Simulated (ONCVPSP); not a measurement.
**Before and after: ONCV potential for Zn (Z = 30)**

- Element: Zn
- Generator: ONCVPSP 4.0.1
- Type: optimised norm-conserving Vanderbilt (ONCV)
- Functional: PBEsol
- Relativity: scalar-relativistic
- Frozen core: [Ar]
- Valence charge: 12
- Reference configuration: 3d10 4s2
- Partial waves: 4s: rc 1.80 bohr, ncon 3, nbas 8, qcut 3.5 1/bohr, 2 projectors, debl 2.8 Ha; p scattering state at 0.19 Ha: rc 1.70 bohr, ncon 4, nbas 8, qcut 4.2 1/bohr, 2 projectors, debl 1.4 Ha; 3d: rc 0.70 bohr, ncon 4, nbas 7, qcut 14.6 1/bohr, 2 projectors, debl 2.5 Ha
- Local potential: polynomial inside 0.55 bohr (lpopt 2, dvloc0 0 Ha)
- Core correction: Teter function, fcfact 3.75, rcfact 1.75

Change: all radii but the core radius scaled by about 1.09 (s 1.96, p 1.84, d 0.76 bohr); local potential polynomial inside 0.60 bohr (lpopt 2, dvloc0 0 Ha).

Cutoffs: the cutoffs (Ha) at which the residual kinetic energy of the hardest occupied pseudo-wave falls to 1 and 0.1 mHa per electron; they do not see the model core or the augmentation charge, which bear on the density cutoff. Errors are all-electron minus pseudo energies relative to the spin-unpolarised reference configuration.

How do hardness, ghosts and transferability respond?

The potential gets softer (327 Ha and 380 Ha → 257 Ha and 312 Ha); both files keep a bound ghost (s); the lowest positive-energy flag moves from p at 20.9 eV to p at 34.9 eV; the errors of the 4 common tests hardly move. A larger radius leaves more room for a smooth pseudo-wave, so fewer plane waves are needed.

```tsv
quantity	base	changed
cutoff, loose	327 Ha	257 Ha
cutoff, tight	380 Ha	312 Ha
loose cutoff by channel	s 5.8 Ha, d 327 Ha	s 5.3 Ha, d 257 Ha
bound ghosts	s	s
GHOST(+) flags under 300 eV	p at 20.9 eV	p at 34.9 eV
error for 3d10 4s1, meV [ΔE 9.90 eV]	-16	-16
error for 3d10 4s0, meV [ΔE 28.25 eV]	-140	-141
error for 3d9 4s0, meV [ΔE 68.76 eV]	-373	-405
error for 3d10 4s1.5, meV [ΔE 3.95 eV]	-2.7	-2.6
rms error of d²Exc/dni dnj with the model core, mHa	1.38	1.36
```

 A true bound ghost makes a file unfit for plane-wave use even where its test errors are small: the radial tests pick states by their node count and pass the ghost by.
